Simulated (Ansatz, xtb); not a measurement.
**Two isomers of C4H11BN2**

Structure a: `CB1NC[C@H](C)N1`, a singlet. Structure b: `CC[C@@H]1CNBN1`, a singlet. Both are isolated molecules in the gas phase, relaxed with r2SCAN-D4/def2-SVP; the shapes shown needn't be the lowest conformers.

a (Å):

```xyz
18

C    -1.0469   -2.8757   -0.0455
C    -1.0366    0.5356    1.8198
C    -0.2617    0.9031    0.5296
C    -1.0863    1.7818   -0.4120
B    -0.8905   -1.3886    0.4510
N    -1.6129   -0.7645    1.5127
N     0.0217   -0.4091   -0.0501
H    -0.3372   -3.5344    0.4852
H    -0.8369   -2.9870   -1.1215
H    -2.0565   -3.2734    0.1443
H    -2.1695   -1.2277    2.2185
H    -0.3421    0.4867    2.6838
H    -1.7989    1.3013    2.0549
H     0.6716    1.4373    0.7907
H    -2.0606    1.3084   -0.6163
H    -1.2651    2.7784    0.0246
H    -0.5664    1.9242   -1.3737
H     0.4947   -0.4366   -0.9447
```

b (Å):

```xyz
18

C     1.2192   -1.0633   -0.1901
C     0.3342    0.0849    0.2764
C    -1.1384   -0.0637   -0.1345
C    -2.0224    1.0528    0.4750
B    -2.5311   -0.9842    1.5468
N    -2.6007    0.4298    1.6588
N    -1.7527   -1.2812    0.3958
H     2.2722   -0.8989    0.0859
H     1.1776   -1.1828   -1.2865
H     0.9104   -2.0180    0.2656
H     0.3760    0.1763    1.3773
H     0.7115    1.0386   -0.1360
H    -1.1959   -0.0390   -1.2405
H    -1.4166    1.9462    0.7131
H    -2.8047    1.3674   -0.2455
H    -3.2293    0.9673    2.2390
H    -3.0410   -1.7840    2.2901
H    -1.3843   -2.1790    0.1142
```

Quicker runs give these differences E(b) − E(a): GFN2-xTB −14.1 kJ/mol; HF/STO-3G +38.6 kJ/mol (at GFN2-xTB geometries); r2SCAN-D4/def2-SVP//GFN2-xTB +44.0 kJ/mol.

Problem. Estimate E(b) − E(a) at the level CCSD(T)/def2-SVP + ΔMP2/def2-TZVPP.

Solution. Calculated at CCSD(T)/def2-SVP + ΔMP2/def2-TZVPP: E(b) − E(a) = +41.4 kJ/mol, so structure a lies lower.

How the difference moves with the method:

| level | geometry | E(b) − E(a) (kJ/mol) | departure from the last row (kJ/mol) | job, with rough time for the two |
| --- | --- | --- | --- | --- |
| GFN2-xTB | GFN2-xTB | −14.1 | −55.4 | optimisation, 0.36 s |
| HF/STO-3G | GFN2-xTB | +38.6 | −2.7 | single point, 0.42 s |
| r2SCAN-D4/def2-SVP//GFN2-xTB | GFN2-xTB | +44.0 | +2.7 | single point, 5.1 s |
| r2SCAN-D4/def2-SVP | r2SCAN-D4/def2-SVP | +42.5 | +1.1 | optimisation, 77 s |
| HF/def2-SVP | r2SCAN-D4/def2-SVP | +43.3 | +2.0 | part of the CCSD(T) run |
| MP2/def2-SVP | r2SCAN-D4/def2-SVP | +37.9 | −3.5 | part of the CCSD(T) run |
| CCSD(T)/def2-SVP | r2SCAN-D4/def2-SVP | +36.8 | −4.5 | single point |
| CCSD(T)/def2-SVP + ΔMP2/def2-TZVPP | r2SCAN-D4/def2-SVP | +41.4 |  | single point, 2 min |

As drawn, b has 1 C–C, 1 B–H in place of 1 C–B, 1 C–H.

GFN2-xTB puts the two in the other order. The largest departure from CCSD(T)/def2-SVP + ΔMP2/def2-TZVPP is that of GFN2-xTB, 55.4 kJ/mol. The last row adds to CCSD(T) the change of the MP2 difference between the two basis sets, here +4.5 kJ/mol.

With thermal terms from frequencies at re-optimised GFN2-xTB minima (ideal gas, soft modes damped towards free rotors, one conformer each, 298.15 K, 1 atm): the zero-point term adds +0.6 kJ/mol; ΔH is +40.0 and ΔG +44.5 kJ/mol.

The correlated steps freeze 7 core orbitals. Programs: Ansatz 0.2.0, xtb 6.7.1; the last row on 4 threads of Arm Neoverse V1 on a shared host.
